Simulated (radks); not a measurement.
The numbers below are computed, except where a source is named.
Excited configurations of Pb13+: one electron is placed in a higher orbital outside [Xe] 4f14. The ground configuration is [Xe] 4f14 5d1. Code: a radial shooting solver on a logarithmic mesh with Libxc functionals. Model: scalar-relativistic Kohn-Sham, PBE, spin-polarised, spherical densities, point nucleus; open shells are filled with parallel spins first (spin-orbit coupling, left out, can overturn this in heavy ions). Excitation = E - E(ground); binding = E(ion) - E, where the ion is the core of charge +14; n* = 14/sqrt(2 binding) in atomic units. These energies are relativistic, and a one-electron ion of charge +14 with no core already has n* below n in this formula (scalar-relativistic equation, point nucleus: 5f 4.999, 6s 5.995, 6p 5.997, 6d 5.999, 6f 5.999, 7s 6.995, 7p 6.997, 7d 6.998, 7f 6.999). The quantum defect is therefore taken as that value minus n*, so that it holds no relativistic shift of the bare ion.

outer orbital	excitation (eV)	binding (eV)	quantum defect	eigenvalue (eV)	<r> (bohr)
5f	76.277	168.08	1.016	-159.67	1.296
6s	50.466	193.90	2.287	-187.09	1.518
6p	74.801	169.56	2.031	-163.50	1.670
6d	105.59	138.77	1.615	-133.77	1.913
6f	137.85	106.51	0.995	-102.59	2.303
7s	124.47	119.89	2.279	-116.25	2.432
7p	136.50	107.86	2.025	-104.48	2.637
7d	152.46	91.904	1.612	-88.862	2.968
7f	170.18	74.185	1.004	-71.552	3.478

The Delta-SCF ionisation energy is 244.36 eV (NIST Atomic Spectra Database: 245 eV, semi-empirical). Self-interaction in the functional shifts the binding energies and quantum defects, so they are the method's values and not measured ones. Open shells are spherical and high-spin; term and fine-structure splittings are not resolved. Spin-orbit splitting is averaged out at the scalar-relativistic level.
